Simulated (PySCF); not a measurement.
**Radial density of S⁻ (sulfur, charge -1)**

UHF, [Ne] 3s2 3p5, 2P determinant. All numbers are calculated (PySCF 2.14, scalar relativity by spin-free X2C-1e, in aug-cc-pVTZ-DK (6s5p3d2f, 50 functions)).

```json
{"r (bohr)": "0.00210", "4πr²ρ (e/bohr)": "0.1635", "4πr²(ρα − ρβ)": "0.0000"}
{"r (bohr)": "0.00352", "4πr²ρ (e/bohr)": "0.4230", "4πr²(ρα − ρβ)": "0.0000"}
{"r (bohr)": "0.00593", "4πr²ρ (e/bohr)": "1.069", "4πr²(ρα − ρβ)": "0.0000"}
{"r (bohr)": "0.00997", "4πr²ρ (e/bohr)": "2.581", "4πr²(ρα − ρβ)": "0.0001"}
{"r (bohr)": "0.0168", "4πr²ρ (e/bohr)": "5.742", "4πr²(ρα − ρβ)": "0.0002"}
{"r (bohr)": "0.0282", "4πr²ρ (e/bohr)": "11.11", "4πr²(ρα − ρβ)": "0.0006"}
{"r (bohr)": "0.0474", "4πr²ρ (e/bohr)": "16.94", "4πr²(ρα − ρβ)": "0.0028"}
{"r (bohr)": "0.0798", "4πr²ρ (e/bohr)": "17.77", "4πr²(ρα − ρβ)": "0.0129"}
{"r (bohr)": "0.134", "4πr²ρ (e/bohr)": "12.80", "4πr²(ρα − ρβ)": "0.0457"}
{"r (bohr)": "0.226", "4πr²ρ (e/bohr)": "14.17", "4πr²(ρα − ρβ)": "0.0953"}
{"r (bohr)": "0.380", "4πr²ρ (e/bohr)": "17.38", "4πr²(ρα − ρβ)": "0.0669"}
{"r (bohr)": "0.639", "4πr²ρ (e/bohr)": "7.459", "4πr²(ρα − ρβ)": "0.0040"}
{"r (bohr)": "1.07", "4πr²ρ (e/bohr)": "2.936", "4πr²(ρα − ρβ)": "0.3119"}
{"r (bohr)": "1.81", "4πr²ρ (e/bohr)": "3.406", "4πr²(ρα − ρβ)": "0.5255"}
{"r (bohr)": "3.04", "4πr²ρ (e/bohr)": "1.200", "4πr²(ρα − ρβ)": "0.1795"}
{"r (bohr)": "5.11", "4πr²ρ (e/bohr)": "0.1473", "4πr²(ρα − ρβ)": "0.0078"}
{"r (bohr)": "8.60", "4πr²ρ (e/bohr)": "0.005387", "4πr²(ρα − ρβ)": "-0.0008"}
```

Densities and radii are taken from the X2C orbitals without a picture-change correction, which distorts them close to the nucleus.
